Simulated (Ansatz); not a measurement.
The cluster Ti2O3⁺. Total charge 1; doublet. Geometry B3LYP-D4/def2-SVP; atoms count from 1.

Cartesian coordinates in Å:
```
Ti -1.246 1.841 2.063
Ti -0.203 -0.371 -0.687
O 1.412 -0.576 -1.427
O 0.960 -1.730 -0.671
O -0.924 0.836 0.723
```

The structure holds one bond between oxygen atoms, so isomers without such links may lie far lower. The charge 1 doublet is spin-contaminated (final ⟨S²⟩ up to 1.77, 0.75 for a pure state). Another isomer (doublet) lies 5.23 eV lower at PBE0-D4/def2-TZVP; other spin states weren't run for this one.

Question: Estimate the Mulliken populations from the PBE0/def2-TZVP orbitals of Ansatz.

Answer: 
| atom | charge (e) | spin (α − β) | d electrons |
| --- | --- | --- | --- |
| Ti1 | 1.15 | 2.05 | 2.29 |
| Ti2 | 1.34 | -1.07 | 2.35 |
| O3 | -0.30 | 0.04 | – |
| O4 | -0.30 | 0.04 | – |
| O5 | -0.89 | -0.06 | – |
Mulliken values depend strongly on the basis.

Question: Where does the spin sit?

Answer: Summed by element: Ti 0.98, O 0.02, of 1 unpaired in all. Largest on single atoms: Ti1 2.05, Ti2 -1.07, O5 -0.06.

Question: And the Mayer bond orders between heavy atoms (over 0.3)?

Answer: Ti1–O5 1.49 (1.71 Å); Ti2–O3 1.13 (1.79 Å); Ti2–O4 1.13 (1.79 Å); Ti2–O5 0.44 (1.99 Å); O3–O4 0.85 (1.45 Å).
